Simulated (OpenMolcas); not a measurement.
How methods differ on CH4AlClO (SMILES C[O][AlH][Cl])

CH4AlClO has 8 atoms, charge 0, and is taken as a singlet. As SMILES, `C[O][AlH][Cl]`. Geometry: relaxed at PBE0-D4/def2-TZVP. This is one conformer, not always the lowest.

Quantity: the HOMO–LUMO gap, in eV. The values are calculated.

```tsv
level	kind	program	value (eV)	CPU time
HF/6-31G* (spherical functions)	Hartree–Fock	OpenMolcas	14.22	4.3 s
SVWN5/6-31G* (spherical functions)	LDA	OpenMolcas	5.33	12 s
BLYP/6-31G* (spherical functions)	GGA	OpenMolcas	5.40	17 s
TPSS/6-31G* (spherical functions)	meta-GGA	OpenMolcas	5.71	22 s
B3LYP/6-31G* (spherical functions)	global hybrid	OpenMolcas	7.23	16 s
BHLYP/6-31G* (spherical functions)	global hybrid	OpenMolcas	9.92	15 s
M06-2X/6-31G* (spherical functions)	hybrid meta-GGA	OpenMolcas	9.78	19 s
B2PLYP/6-31G* (spherical functions)	double hybrid	OpenMolcas	10.14	11 s
```

The values span 5.33 to 14.22 eV. Orbital gaps aren't excitation energies, and those of double hybrids come from the SCF part alone; they tend to grow with the share of exact exchange. CPU times are rough (shared hosts, several kinds of processor): they show what a rung costs within a factor of a few.
